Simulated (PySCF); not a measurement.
C₃H₅BF₂, SMILES FB1CC[C@@H]1F. Atoms are numbered in the order given.

```xyz
11

F      1.2019     1.3939     0.7626
B      0.6539     0.5245    -0.0801
C     -0.0842     0.7219    -1.4643
C     -1.0906    -0.2978    -0.8271
C     -0.0167    -0.8915     0.1531
F     -0.4398    -1.3159     1.3959
H     -0.4714     1.7213    -1.7395
H      0.4364     0.2842    -2.3394
H     -1.5773    -1.0217    -1.5118
H     -1.8770     0.2204    -0.2413
H      0.5109    -1.7257    -0.3644
```

Geometry optimised at PBE-D3(BJ)/def2-SVP. The structure was generated by enumeration; whether it is a known compound was not checked.

Computed with PBE/pcSseg-1 run with PySCF.

GIAO shieldings, no solvent; atoms listed in one row are averaged. δ = σ(ref) − σ: ¹⁹F against CFCl3 (σ = 133.6 ppm); ¹¹B against BF3 (σ = 83.9 ppm); ¹³C against TMS (σ = 182.0 ppm); ¹H against TMS (σ = 31.49 ppm), references at their B3LYP-D3(BJ)/def2-TZVP geometries, non-relativistic.

Computed chemical shifts:
```tsv
nucleus	atoms	count	δ (ppm)
¹⁹F	F1	1	-52.2
¹⁹F	F6	1	-239.5
¹¹B	B2	1	39.5
¹³C	C5	1	97.7
¹³C	C4	1	24.0
¹³C	C3	1	18.9
¹H	H11	1	5.49
¹H	H9	1	3.11
¹H	H7	1	1.83
¹H	H10	1	1.80
¹H	H8	1	1.52
```
